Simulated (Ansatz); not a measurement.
Program: Ansatz. Geometries: PBE0-D4/def2-TZVP. ΔE: electronic, gas phase. CCSD(T)/CBS is the MP2 limit (def2-TZVPP, def2-QZVPP) plus CCSD(T) − MP2 in def2-TZVPP, frozen cores. This one scheme is used for every species, atoms too. Functionals use def2-TZVPP. No spin–orbit coupling; open shells (•) take unrestricted orbitals. One conformer a species, not always the lowest.

Consider the homolysis of the B–H bond: `COBS` → `CO[B]S`• + H•.

`COBS`:

```xyz
9

C    -1.511   -0.214    0.136
O    -0.369    0.616    0.176
B     0.862    0.141   -0.074
S     2.233    1.314    0.013
H    -1.248   -1.244   -0.120
H    -1.996   -0.196    1.114
H    -2.207    0.177   -0.609
H     1.054   -1.012   -0.343
H     3.182    0.418   -0.293
```

`CO[B]S`•:

Z-matrix (Å, degrees):
```
C
O 1 1.425
H 1 1.093 2 110.3
H 1 1.089 2 107.6 3 119.5
H 1 1.093 2 110.3 3 -121.0
B 2 1.327 1 123.3 3 60.6
S 6 1.805 2 125.8 1 -0.0
H 7 1.341 6 95.5 2 180.0
```

Question: What is ΔE at CCSD(T)/CBS? (Best estimate.)

Answer: The calculation gave: +460.3 kJ/mol.

Question: What do these levels give: ωB97M-V, PBE0, SCS-MP2/def2-TZVPP, HF/def2-QZVPP, SCS-MP2/def2-QZVPP, CCSD/CBS(def2)? (An estimate is asked.)

Answer: The calculation gave: ωB97M-V 463.5, PBE0 439.9, SCS-MP2/def2-TZVPP 459.0, HF/def2-QZVPP 368.4, SCS-MP2/def2-QZVPP 463.0, CCSD/CBS(def2) 460.2 kJ/mol.

Largest T1 diagnostic among the species: 0.015.

In def2-TZVPP, CCSD(T) changes the Hartree–Fock value by +86.5 kJ/mol (the triples alone add +0.1 kJ/mol) and MP2 by +77.6 kJ/mol; breaking electron pairs costs correlation energy, which Hartree–Fock lacks. From PBE to PBE0 (25 % exact exchange), in def2-TZVPP and without D4, ΔE moves by +4.3 kJ/mol.
